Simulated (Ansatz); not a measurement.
Ru3H6, relaxed as a quintet with UKS PBE0-D4/def2-SVP in Ansatz, starting from the PBE0-D4/def2-SVP geometry of the neutral singlet. Force threshold 0.02 eV/Å.

In the def2 sets Ru takes a core potential; there is no spin–orbit coupling. The charge 0 quintet is spin-contaminated (final ⟨S²⟩ up to 6.13, 6.00 for a pure state). The relaxation made no stability test and no search for a lower SCF solution. The structure comes from a short search, and lower isomers may exist.

Start:

```csv
atom,x (Å),y (Å),z (Å)
Ru1,-1.282,0.456,0.145
Ru2,0.487,-0.956,0.851
Ru3,0.796,0.500,-0.994
H4,-0.351,0.245,-2.050
H5,-1.031,0.697,1.686
H6,1.774,-0.077,1.109
H7,0.430,1.973,-0.554
H8,-1.814,-1.031,0.190
H9,0.989,-1.808,-0.381
```

(1) Estimate the energy that the relaxation releases and the steps that it takes.

(2) Does the start keep its bonding?

(3) Predict the relaxed structure.

Answers

(1) 0.84 eV, in 27 steps; 1.7 min on 4 threads of Arm Neoverse V2 on a shared host. The force fell under the threshold at step 6, but the optimiser went on and released 0.172 eV more. No frequencies were taken in this run, so the end may be a saddle point.

(2) Bonds formed: Ru1–H4, Ru2–H8, Ru3–H6 (atoms count from 1).

(3) 
Cartesian coordinates in Å:
```
Ru -1.420 -0.142 -0.293
Ru 0.587 -0.814 0.887
Ru 0.883 0.596 -0.933
H -0.579 0.996 -1.653
H -1.767 1.043 0.657
H 2.137 -0.347 0.377
H 0.703 1.885 -0.087
H -1.332 -1.164 1.080
H 0.788 -2.054 -0.034
```
Bond lengths (bridged metal pairs left out): 9 × H–Ru 1.55 to 2.04 Å.
